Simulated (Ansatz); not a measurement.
Total energies of Zn8H26S8 from Ansatz at PBE0-D4/def2-SVP, gas phase (1 Eh = 27.2114 eV = 2625.5 kJ/mol). The reference geometry is relaxed at PBE-D4/def2-SVP, loosely relaxed.

```
atom   x (Å)   y (Å)   z (Å)
  S1   2.475   0.670   2.886
 Zn2   4.172   2.146   2.050
  S3   5.066   1.066   0.062
  S4  -0.898  -0.606   3.136
 Zn5   2.573  -1.098   1.244
  S6   1.669   0.390  -0.414
 Zn7   1.076   2.249  -2.316
  S8  -1.868   1.439   0.480
 Zn9   0.033  -2.248   1.604
 S10  -0.930  -1.968  -0.560
Zn11   0.770  -1.011  -2.265
 S12  -0.780   0.719  -2.955
Zn13  -1.318   3.105  -1.195
Zn14  -1.958  -3.795   0.764
 S15  -4.113  -1.684  -1.408
Zn16  -3.612   0.543  -3.255
 H17   3.151   0.186   3.967
 H18   0.281   0.116   3.249
 H19   2.808   3.523   0.982
 H20   4.885   3.289   2.834
 H21   6.289   0.838   0.625
 H22   4.537  -0.294   0.442
 H23  -3.248  -2.295   2.094
 H24  -1.420   0.268   2.139
 H25   4.095  -1.432   0.774
 H26   0.440   0.659   0.134
 H27   2.297   2.461  -3.260
 H28  -3.078   1.145  -0.116
 H29   2.522   2.894   0.621
 H30  -0.843  -3.670   2.066
 H31   1.668  -2.444   1.764
 H32  -1.477  -0.749  -0.152
 H33   1.621  -2.080  -3.013
 H34  -1.271   0.737  -1.660
 H35   0.384   3.153  -1.067
 H36  -2.325   4.086  -1.857
 H37  -3.558  -2.170   1.392
 H38  -2.972  -4.845   0.246
 H39  -5.449  -1.576  -1.672
 H40  -4.081  -2.996  -1.789
 H41  -3.749  -0.044  -4.701
 H42  -3.862   1.328  -1.899
```

```tsv
state	geometry	energy (Eh)
charge 0 singlet	reference	-17430.31023
charge 1 doublet	reference	-17430.00378
charge -1 doublet	reference	-17430.31024
free S atom (triplet)	–	-397.83788
free Zn atom (singlet)	–	-1778.88088
free H atom (doublet)	–	-0.50029
```

Single mean-field runs in def2-SVP are fitted with def2-universal-jkfit.

(1) Work out the vertical ionisation energy to the doublet.

(2) Work out the vertical electron affinity, to the doublet.

(3) Give the fundamental gap IE − EA, the Mulliken electronegativity (IE + EA)/2 and the hardness (IE − EA)/2.

(4) What is the binding energy per atom against free atoms?

(1) E(charge 1 doublet) − E(charge 0 singlet) = -17430.00378 − (-17430.31023) = 0.30645 Eh = 8.34 eV. For comparison, −ε of the highest occupied level is 6.89 eV at this level, 1.45 eV less.

(2) E(charge 0 singlet) − E(charge -1 doublet) = -17430.31023 − (-17430.31024) = 0.00001 Eh = 0.00 eV; so near zero that its sign isn't settled. The basis lacks diffuse functions, which makes affinities too small.

(3) From the values in Eh: IE − EA = 0.30645 − 0.00001 = 0.30644 Eh = 8.34 eV; (IE + EA)/2 = 4.17 eV; (IE − EA)/2 = 4.17 eV. The HOMO–LUMO gap of the same run is 5.83 eV, 2.51 eV smaller than the fundamental gap.

(4) Atoms: 8 × (-397.83788) + 8 × (-1778.88088) + 26 × (-0.50029) = -17426.75762 Eh. Binding: -17426.75762 − (-17430.31023) = 3.55261 Eh = 96.67 eV, or 2.30 eV for each of 42 atoms (no zero-point energy, no counterpoise term).

The geometry of the charge 0 singlet is only loosely relaxed. The geometry of the charge 1 doublet is only loosely relaxed. The geometry of the charge -1 doublet is only loosely relaxed. At PBE0-D4/def2-SVP the highest occupied level of the charge -1 doublet lies above zero (up to 1.17 eV). Energy differences put its binding near zero (0.00 eV; vertical, to the charge 0 singlet, at PBE0-D4/def2-SVP), which leaves it undecided.
